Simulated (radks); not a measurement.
Values are calculated unless marked as measured or tabulated.
Task: The mean radii <r> (bohr) of the occupied orbitals of an atom or ion are listed with their occupations. Level of theory: scalar-relativistic Kohn-Sham, BLYP, spin-polarised, spherical densities, point nucleus (a radial shooting solver on a logarithmic mesh with Libxc functionals).

orbital  occ.      <r>
1s down     1  0.01898
1s up       1  0.01898
2s up       1  0.08037
2s down     1  0.08037
2p up       3  0.07173
2p down     3  0.07173
3s up       1   0.2087
3s down     1   0.2086
3p up       3   0.2086
3p down     3   0.2085
3d up       5   0.1891
3d down     5   0.1890
4s up       1   0.4668
4s down     1   0.4669
4p up       3   0.4954
4p down     3   0.4956
4d up       5   0.5302
4d down     5   0.5305
5s up       1    1.100
5s down     1    1.099
5p up       3    1.277
5p down     3    1.277
4f up       7   0.6289
4f down     5   0.6297
5d up       3    1.894
6s up       1    2.914
6s down     1    3.020

Name the element and its charge. Open shells, if any, are filled with parallel spins first.

Result: Z = 72, hafnium, charge +1: Hf+ in [Xe] 4f12 5d3 6s2. The 1s radius gives Z: for a bare nucleus <r> = (2 gamma + 1)/(2Z) with gamma = sqrt(1 - (Z/c)^2), 0.01876 bohr for Z = 72, and screening makes it slightly larger (0.01898 here). The occupations add up to 71, and the charge is Z minus that.
